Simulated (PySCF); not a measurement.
## SeCl: energy against distance

Set-up: PySCF, spin-free X2C with a Gaussian nucleus, basis sets Se x2c-SVPall, Cl x2c-SVPall. Energies in eV from Se + Cl in their ground configurations at the same level. State: ²Π (doublet), unpaired electrons π ↑.

All columns are UHF. A positive dipole means Se(−)Cl(+).

```json
{"R (Å)": "1.848", "E (eV)": "0.450", "μ (D)": "-0.07", "Mulliken charge on Se (basis-dependent)": "0.13", "HOMO (eV)": "-8.64", "LUMO (eV)": "0.35", "Mayer bond order": "1.17", "⟨S²⟩": "0.76"}
{"R (Å)": "1.934", "E (eV)": "-0.303", "μ (D)": "-0.47", "Mulliken charge on Se (basis-dependent)": "0.16", "HOMO (eV)": "-8.92", "LUMO (eV)": "0.14", "Mayer bond order": "1.13", "⟨S²⟩": "0.76"}
{"R (Å)": "2.020", "E (eV)": "-0.720", "μ (D)": "-0.85", "Mulliken charge on Se (basis-dependent)": "0.18", "HOMO (eV)": "-9.18", "LUMO (eV)": "-0.04", "Mayer bond order": "1.10", "⟨S²⟩": "0.76"}
{"R (Å)": "2.084", "E (eV)": "-0.874", "μ (D)": "-1.12", "Mulliken charge on Se (basis-dependent)": "0.19", "HOMO (eV)": "-9.36", "LUMO (eV)": "-0.16", "Mayer bond order": "1.07", "⟨S²⟩": "0.76"}
{"R (Å)": "2.149", "E (eV)": "-0.929", "μ (D)": "-1.38", "Mulliken charge on Se (basis-dependent)": "0.20", "HOMO (eV)": "-9.52", "LUMO (eV)": "-0.27", "Mayer bond order": "1.05", "⟨S²⟩": "0.76"}
{"R (Å)": "2.213", "E (eV)": "-0.907", "μ (D)": "-1.62", "Mulliken charge on Se (basis-dependent)": "0.21", "HOMO (eV)": "-9.67", "LUMO (eV)": "-0.37", "Mayer bond order": "1.03", "⟨S²⟩": "0.76"}
{"R (Å)": "2.299", "E (eV)": "-0.795", "μ (D)": "-1.90", "Mulliken charge on Se (basis-dependent)": "0.22", "HOMO (eV)": "-9.85", "LUMO (eV)": "-0.47", "Mayer bond order": "1.01", "⟨S²⟩": "0.77"}
{"R (Å)": "2.407", "E (eV)": "-0.577", "μ (D)": "-2.04", "Mulliken charge on Se (basis-dependent)": "0.21", "HOMO (eV)": "-9.98", "LUMO (eV)": "-0.49", "Mayer bond order": "0.91", "⟨S²⟩": "0.85"}
{"R (Å)": "2.536", "E (eV)": "-0.356", "μ (D)": "-1.61", "Mulliken charge on Se (basis-dependent)": "0.14", "HOMO (eV)": "-9.91", "LUMO (eV)": "-0.31", "Mayer bond order": "0.64", "⟨S²⟩": "1.13"}
{"R (Å)": "2.708", "E (eV)": "-0.194", "μ (D)": "-1.05", "Mulliken charge on Se (basis-dependent)": "0.08", "HOMO (eV)": "-9.75", "LUMO (eV)": "-0.45", "Mayer bond order": "0.37", "⟨S²⟩": "1.40"}
```

A fit through these points gives, at Re = 2.160 Å, μ = -1.42 D and dμ/dR = -3.84 D/Å; the reduced mass is 24.33 u.

Question: How strong is the fundamental in the double-harmonic approximation, I = 42.26·(dμ/dR)²/μred km/mol?

Answer: I = 42.26·(-3.84)²/24.33 = 25.6 km/mol at UHF.

⟨S²⟩ of the unrestricted solution departs from its pure value on part of the curve, where spin states mix. Spin–orbit coupling is left out. Hartree–Fock leaves out correlation, which carries a large part of most bond energies and some tenths to 1 eV of ionisation energies. The state is the lowest determinant that a PBE0 search found; another state may lie lower at other levels.
